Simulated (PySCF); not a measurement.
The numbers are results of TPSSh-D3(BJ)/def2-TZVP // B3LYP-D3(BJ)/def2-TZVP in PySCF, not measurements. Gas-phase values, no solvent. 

Reference species (SMILES): `[AlH3]` (neutral, multiplicity 1).

```yaml
HOMO: -8.05 eV
dipole_moment: 0.00 D
```

Changed species: `[I][AlH][I]` (2 of 3 H replaced by I; the reference has 0 of 3 H replaced by I).

Q: What does the change do to the HOMO and dipole moment?

A: the HOMO rises by 0.84 eV, to -7.21 eV; the dipole moment goes up by 0.55 D, to 0.55 D.
